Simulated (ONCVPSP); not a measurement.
**xenon, ONCV: configuration errors across variants**

xenon (Xe), optimised norm-conserving Vanderbilt (ONCV), made with ONCVPSP 4.0.1 (BLYP, scalar-relativistic). Core [Kr] 4d10, reference 5s2 5p6. Waves: 5s: rc 1.40 bohr, ncon 4, nbas 7, qcut 4.3 1/bohr, 2 projectors, debl 2.1 Ha; 5p: rc 1.55 bohr, ncon 4, nbas 7, qcut 4.5 1/bohr, 2 projectors, debl 2.6 Ha. Local part: polynomial inside 1.05 bohr (lpopt 1, dvloc0 -1 Ha). Core correction: Teter function, fcfact 3.5, rcfact 1.25.

All-electron excitation energies from the reference (eV): (1) 5s2 5p5 12.351; (2) 5s2 5p4 33.920; (3) 5s2 5p3 65.489; (4) 5s2 5p2 107.705.

A true bound ghost makes a file unfit for plane-wave use even where its test errors are small: the radial tests pick states by their node count and pass the ghost by.

Errors AE − PS in meV (a dash: test not solved or not reliable):

| change | (1) | (2) | (3) | (4) | bound ghosts | GHOST(+) flags above zero |
| --- | --- | --- | --- | --- | --- | --- |
| base | -2.5 | -5.2 | -7.6 | -5.8 | s, p | s, p |
| core correction Teter function, fcfact 1.5, rcfact 1.25 | -1.0 | +3.3 | +20 | +63 | s, p | s, p |
| core correction Teter function, fcfact 2.5, rcfact 1.25 | -1.8 | -0.8 | +6.5 | +30 | s, p | s, p |
| core correction Teter function, fcfact 3.2, rcfact 1.25 | -2.3 | -3.9 | -3.4 | +4.8 | s, p | s, p |
| core correction Teter function, fcfact 4.1, rcfact 1.25 | -2.9 | -7.8 | -16 | -27 | s, p | s, p |
| core correction Teter function, fcfact 5.1, rcfact 1.25 | -3.7 | -12 | -30 | -60 | s, p | s, p |
| core correction Teter function, fcfact 5.7, rcfact 1.25 | -4.1 | -15 | -37 | -80 | s, p | s, p |
| core correction Teter function, fcfact 7.7, rcfact 1.25 | -5.4 | -22 | -62 | -140 | s, p | s, p |

Q: Give the same row for: core correction Teter function, fcfact 6.7, rcfact 1.25.

A: -4.8, -18, -50, -110; bound ghosts: s, p; GHOST(+) flags above zero: s, p.
